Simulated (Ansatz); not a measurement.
Basis-set extrapolation for C$_{2}$H$_{6}$F$_{2}$OSi$_{2}$ (`C=C[SiH2]O[SiH](F)F`) (PBE0-D4/def2-TZVP geometry, frozen core, Ansatz). Multiplicity 1, RHF reference.

|  | def2-TZVPP | def2-QZVPP |
| --- | --- | --- |
| HF | -931.257514 | -931.294002 |
| MP2 correlation | -1.283449 | -1.391102 |
| CCSD(T) correlation | -1.371883 | not run |

Energies in hartree. Use E(X) = E(∞) + A·exp(−7.88·√X) for Hartree–Fock and E(X) = E(∞) + B·X^(−2.97) for correlation, with X = 3 and 4, and add CCSD(T) minus MP2 of the smaller set to the MP2 limit.

What is the CCSD(T) energy at the basis-set limit?

HF limit: -931.294002 + (-0.036488) × 0.13774 = -931.29903. MP2 limit: -1.391102 + (-0.107653) × 0.74074 = -1.47084. Higher-order term: -1.371883 − (-1.283449) = -0.08843. Total: -932.85830 hartree, 601.0 kJ/mol below CCSD(T)/def2-TZVPP.
